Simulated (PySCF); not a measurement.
CH8SSi2, SMILES CS[SiH2][SiH3], GFN2-xTB optimised geometry.

```
12

C      1.64    -0.56     0.00
S     -0.18    -0.56     0.00
Si    -0.55     1.57     0.00
Si     0.51     2.61     1.78
H      2.00    -0.06    -0.89
H      2.00    -0.06     0.89
H      1.95    -1.59     0.00
H     -2.00     1.59    -0.01
H     -0.08     2.04    -1.31
H     -0.24     3.79     2.20
H      1.86     3.06     1.41
H      0.67     1.74     2.95
```

Density from PBE0/def2-TZVP (PySCF) at that geometry.

Minimum of the electron density along straight lines between bonded atoms, close to the bond critical point (lines longer than 1.1 times the sum of covalent radii, or with two minima, are not listed):

```tsv
bond	length / Å	ρ at the minimum / e bohr⁻³	∇²ρ there / e bohr⁻⁵	position (fraction from the first atom)
C1–S2	1.820	0.177	-0.28	0.47
S2–Si3	2.157	0.097	0.09	0.64
Si3–Si4	2.316	0.097	-0.18	0.52
C1–H5	1.086	0.283	-0.98	0.65
C1–H6	1.087	0.282	-0.98	0.64
C1–H7	1.085	0.283	-0.99	0.65
Si3–H8	1.457	0.125	0.19	0.50
Si3–H9	1.468	0.123	0.19	0.49
Si4–H10	1.463	0.123	0.20	0.49
Si4–H11	1.468	0.122	0.19	0.49
Si4–H12	1.466	0.123	0.19	0.49
```
